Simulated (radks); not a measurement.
Values are calculated unless marked as measured or tabulated.
Effect of the nuclear size on neutral argon, [Ar]. Level of theory: Dirac Kohn-Sham, relativistic LDA (MacDonald-Vosko exchange, VWN5 correlation), spin-unpolarised, spherical densities, finite nucleus; Fermi nuclear charge, rms radius 3.4274 fm (a radial shooting solver on a logarithmic mesh with Libxc functionals). The rms radius is varied about that value; shifts are against it.

| rms radius (fm) | total energy shift (eV) | density at nucleus (e/bohr^3) | 1s1/2 shift (meV) | 2s1/2 shift (meV) |
|---|---|---|---|---|
| 3.0332 | -0.00399 | 4303 | -1.68 | -0.127 |
| 3.1601 | -0.00276 | 4299 | -1.16 | -0.088 |
| 3.4274 | 0 | 4292 | 0.000 | 0.000 |
| 3.5816 | 0.00169 | 4288 | 0.712 | 0.054 |
| 4.0032 | 0.00669 | 4278 | 2.81 | 0.213 |

Slopes of the eigenvalues against <r^2> in GHz/fm^2, as finite differences over the two radii next to the reference (eigenvalue slopes, not the field-shift constants of lines): 1s1/2 159, 2s1/2 12.1.
